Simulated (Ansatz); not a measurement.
The cluster Cu3F3. Charge 0, multiplicity 3. Geometry r2SCAN-D4/def2-SVP; atoms count from 1.

Cartesian coordinates in Å:
```
Cu -0.263 1.347 -0.099
Cu 0.644 -0.684 -1.086
Cu -0.372 -0.717 1.191
F 0.415 -2.124 0.156
F -0.984 1.065 1.648
F 0.559 1.113 -1.809
```

At PBE0-D4/def2-TZVP a singlet of charge 0 lies 2.71 eV below the triplet, each at its own geometry. The structure comes from a short search, and lower isomers may exist.

**Question.** Estimate the Mulliken populations from the PBE0/def2-TZVP orbitals of Ansatz.

**Answer.** 
```csv
atom,charge (e),spin (α − β),d electrons
Cu1,0.43,1.00,9.48
Cu2,0.46,0.39,9.74
Cu3,0.46,0.37,9.75
F4,-0.47,0.07,–
F5,-0.44,0.08,–
F6,-0.44,0.08,–
```
Mulliken values and Mayer orders depend strongly on the basis.

**Question.** Where does the spin sit?

**Answer.** Summed by element: Cu 1.76, F 0.24, of 2 unpaired in all. Largest on single atoms: Cu1 1.00, Cu2 0.39, Cu3 0.37.

**Question.** And the Mayer bond orders between bonded heavy atoms (over 0.3)?

**Answer.** Cu1–Cu2 0.53 (2.43 Å); Cu1–Cu3 0.51 (2.44 Å); Cu1–F5 0.44 (1.91 Å); Cu1–F6 0.44 (1.91 Å); Cu2–F4 0.41 (1.91 Å); Cu2–F6 0.36 (1.94 Å); Cu3–F4 0.41 (1.92 Å); Cu3–F5 0.36 (1.94 Å).
